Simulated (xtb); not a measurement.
A run for xtb: GFN1-xTB on LiB-, 2S+1 = 2, a spin state set in the input, which need not be the lowest, a point of a bond scan (R = 2.463 Å). Charge -1.

```
$ xtb mol.xyz --gfn 1 --sp --chrg -1 --uhf 1
2

Li     0.00000000     0.00000000     0.00000000
B      0.00000000     0.00000000     2.46335300
```

Problem. Predict the final total energy.

Solution. -1.7719 hartree.
